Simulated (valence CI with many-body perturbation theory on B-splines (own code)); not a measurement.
Results of a calculation; reference values are marked as such.
## Hyperfine factors and g values of Nb XVIII

Method: configuration interaction combined with many-body perturbation theory (CI+MBPT): six valence electrons over a frozen Dirac-Fock core [Ar], radial functions for each j: 7 s, 7 p, 8 d, 6 f, 4 g, 1 h, with the one-electron correlation potential Σ1 (screened to all orders), the two-electron term Σ2, the three-electron term Σ3, Breit, model QED; selected single and double excitations, second order for the rest, scaled by the run's own slope (own B-spline code, finite nucleus).

No measured levels were compared; by estimate terms of the open shell hold to 2 to 4 % of their energy, and close levels can change places. Core correlation moves these levels by up to 8900 cm⁻¹, and in measured spectra 5 to 20 % of such shifts remained as error; rates that hang on mixing are uncertain with them. Among the levels kept, up to 700 cm⁻¹ of a level comes from second order outside the variational space, and about a tenth of that is noise between levels of different J, which matters for small intervals. Only levels of the ground parity were solved; by the run's estimate the other parity begins above the list, which can be wrong where configurations are misplaced.

A/g_I is the dipole constant over the nuclear g factor μ/I (μ in nuclear magnetons, uniformly magnetised nucleus), B/Q the quadrupole constant per barn. Both hold the static response of the core; the bare values leave it out. Large factors of s and p1/2 electrons are usually good to 5 to 10 %; those of open d and f shells near neutrality can be off by tens of per cent, and small factors of p3/2, d and f electrons come from cancelling terms and can be off by a factor of two or in sign, in half-filled shells by more. B is blank for J = 1/2, where it vanishes, and for nearly pure S terms. Energies count from the lowest level. Levels with J = 0 are left out.

Names give the largest LS component (configuration and term), which can be under half, so a name can repeat, a term be missing and a line seem to break the LS rules; names also repeat where a configuration has a term twice. Letters in brackets count levels of one name in rising energy.

```csv
Level,E (eV),g,A/g_I (MHz),A/g_I bare,B/Q (MHz/b),B/Q bare
3d6 5D_4,0.000,1.479,2780,3140,7540,7750
3d6 5D_3,1.692,1.487,1840,2210,1730,1780
3d6 5D_2,2.161,1.485,2090,2460,-1660,-1700
3d6 5D_1,2.780,1.489,1840,2210,-2540,-2610
3d6 3F_4 [a],7.657,1.045,4430,4500,3640,3730
3d6 3P_2 [a],8.214,1.460,1580,1930,-1460,-1490
3d6 3H_6,8.436,1.150,5010,5150,-4410,-4520
3d6 3H_5,8.704,1.093,4770,4870,1430,1470
3d6 3F_3 [a],9.928,1.006,5590,5630,3320,3400
3d6 3F_2 [a],10.304,0.720,7430,7290,-1060,-1090
3d6 3H_4,10.670,1.001,5130,5170,-1010,-1030
3d6 3G_5,11.950,1.136,5040,5170,-3280,-3360
3d6 3P_1 [a],12.160,1.276,2580,2800,263,274
3d6 3G_4,12.552,1.056,5800,5880,-507,-521
3d6 3G_3,13.200,0.853,6690,6630,-342,-350
3d6 3D_2,13.494,1.154,4710,4850,2290,2360
3d6 1I_6,14.037,1.012,5750,5800,-7380,-7580
3d6 3D_3,14.125,1.304,3460,3700,-1910,-1960
3d6 3D_1,14.275,0.742,6520,6390,878,902
3d6 1G_4 [a],15.939,1.011,5980,6030,2740,2830
3d6 1D_2 [a],17.326,1.023,5380,5430,-3060,-3140
3d6 1F_3,18.154,1.016,5860,5910,-8450,-8690
3d6 3P_1 [b],21.066,1.486,1090,1450,-11.2,-16.2
3d6 3F_4 [b],22.165,1.221,4380,4570,-10400,-10600
3d6 3F_2 [b],22.408,0.681,8360,8190,-5790,-5950
3d6 3F_3 [b],23.711,1.071,5270,5350,-8420,-8650
3d6 3P_2 [b],23.957,1.462,2910,3260,-5060,-5200
3d6 1G_4 [b],25.427,1.023,5350,5410,-3910,-4020
3d6 1D_2 [b],32.893,0.999,5850,5890,9150,9410
```

Q: Take the isotope of mass number 93, with I = 9/2, μ = 6.163 μN and Q = -0.32 b. What is the hyperfine structure of 3d6 5D_3?

A: From the table A = 2520 MHz, B = -553 MHz. Shifts from the centre of gravity in MHz: F = 3/2: -41800, F = 5/2: -35400, F = 7/2: -26500, F = 9/2: -15000, F = 11/2: -1110, F = 13/2: 15200, F = 15/2: 33900.
